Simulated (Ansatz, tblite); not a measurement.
Removing and adding an electron: diborane 1,1-di F (B₂H₄F₂). Charge 0, multiplicity 1. Geometry: PBE-D4/def2-TZVP. Ansatz, gas phase; energy differences of separate SCF runs; the oxidised species was run as a doublet alone; the reduced species was run as a doublet alone.

Cartesian coordinates in Å:
```
B 0.3357 -0.7943 0.1603
F 0.5115 -1.2201 1.4181
F 0.6821 -1.6052 -0.8482
H -0.9697 -0.3032 -0.0213
B -0.3420 0.8094 -0.1634
H -0.4770 1.1375 -1.3040
H -0.6336 1.4908 0.7735
H 0.8929 0.4851 -0.0150
```

The xTB rows come from tblite. Correlated methods freeze 4 core orbitals.

```json
{"level": "GFN1-xTB", "−HOMO (eV)": "13.10", "vertical IE (eV)": "16.86", "−LUMO (eV)": "5.71", "vertical EA (eV)": "1.84", "HOMO–LUMO gap (eV)": "7.39", "IE − EA (eV)": "15.03", "remarks": "–"}
{"level": "GFN2-xTB", "−HOMO (eV)": "12.14", "vertical IE (eV)": "15.69", "−LUMO (eV)": "5.71", "vertical EA (eV)": "1.70", "HOMO–LUMO gap (eV)": "6.43", "IE − EA (eV)": "13.99", "remarks": "–"}
{"level": "PBE-D4/def2-TZVP", "−HOMO (eV)": "8.80", "vertical IE (eV)": "12.50", "−LUMO (eV)": "1.22", "vertical EA (eV)": "–", "HOMO–LUMO gap (eV)": "7.58", "IE − EA (eV)": "–", "remarks": "–"}
{"level": "PBE0-D4/def2-TZVP", "−HOMO (eV)": "10.33", "vertical IE (eV)": "13.02", "−LUMO (eV)": "0.23", "vertical EA (eV)": "–", "HOMO–LUMO gap (eV)": "10.10", "IE − EA (eV)": "–", "remarks": "–"}
{"level": "PBE0-D4/def2-TZVPD", "−HOMO (eV)": "10.34", "vertical IE (eV)": "–", "−LUMO (eV)": "0.25", "vertical EA (eV)": "-0.61", "HOMO–LUMO gap (eV)": "10.09", "IE − EA (eV)": "–", "remarks": "HOMO above zero (-1 doublet)"}
{"level": "MP2/def2-TZVPP", "−HOMO (eV)": "–", "vertical IE (eV)": "13.38", "−LUMO (eV)": "–", "vertical EA (eV)": "–", "HOMO–LUMO gap (eV)": "–", "IE − EA (eV)": "–", "remarks": "–"}
```

Task: Estimate the rows for HF/def2-TZVPP, PBE-D4/def2-TZVPD, r2SCAN-D4/def2-TZVP, r2SCAN-D4/def2-TZVPD, CCSD/def2-TZVPP, CCSD(T)/def2-TZVPP.

Result: 
```json
{"level": "HF/def2-TZVPP", "−HOMO (eV)": "–", "vertical IE (eV)": "12.64", "−LUMO (eV)": "–", "vertical EA (eV)": "–", "HOMO–LUMO gap (eV)": "–", "IE − EA (eV)": "–", "remarks": "–"}
{"level": "PBE-D4/def2-TZVPD", "−HOMO (eV)": "8.81", "vertical IE (eV)": "–", "−LUMO (eV)": "1.25", "vertical EA (eV)": "-0.51", "HOMO–LUMO gap (eV)": "7.56", "IE − EA (eV)": "–", "remarks": "HOMO above zero (-1 doublet)"}
{"level": "r2SCAN-D4/def2-TZVP", "−HOMO (eV)": "9.19", "vertical IE (eV)": "12.73", "−LUMO (eV)": "0.83", "vertical EA (eV)": "–", "HOMO–LUMO gap (eV)": "8.36", "IE − EA (eV)": "–", "remarks": "–"}
{"level": "r2SCAN-D4/def2-TZVPD", "−HOMO (eV)": "9.19", "vertical IE (eV)": "–", "−LUMO (eV)": "0.84", "vertical EA (eV)": "-0.66", "HOMO–LUMO gap (eV)": "8.35", "IE − EA (eV)": "–", "remarks": "HOMO above zero (-1 doublet)"}
{"level": "CCSD/def2-TZVPP", "−HOMO (eV)": "–", "vertical IE (eV)": "13.36", "−LUMO (eV)": "–", "vertical EA (eV)": "–", "HOMO–LUMO gap (eV)": "–", "IE − EA (eV)": "–", "remarks": "–"}
{"level": "CCSD(T)/def2-TZVPP", "−HOMO (eV)": "–", "vertical IE (eV)": "13.34", "−LUMO (eV)": "–", "vertical EA (eV)": "–", "HOMO–LUMO gap (eV)": "–", "IE − EA (eV)": "–", "remarks": "–"}
```

   A HOMO above zero means that the electron is unbound at that level or that self-interaction error raises the level; the energy of removing that electron tells which. Raw xTB energy differences between charge states are shifted by several eV; the methods need an empirical correction for them. A negative affinity means that the extra electron isn't bound; its size then hangs on the basis.
